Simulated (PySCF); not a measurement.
# Correlation energy of P⁻ (phosphorus, charge -1)

[Ne] 3s2 3p4, high-spin 3P determinant. Calculation: PySCF 2.14, in aug-cc-pCVTZ-DK (8s7p5d3f, 75 functions); scalar relativity by spin-free X2C-1e. Frozen: [Ne]; 6 electrons correlated.

```
  level  correlation energy (mhartree)
   CCSD                        -134.61
    (T)                          -6.60
CCSD(T)                        -141.21
```

Diagnostics: T1 = 0.014, D1 = 0.0346, largest double amplitude 0.048.

Question: Is a single reference adequate?

Answer: Yes: T1 lies below 0.03 and no double amplitude reaches 0.07.
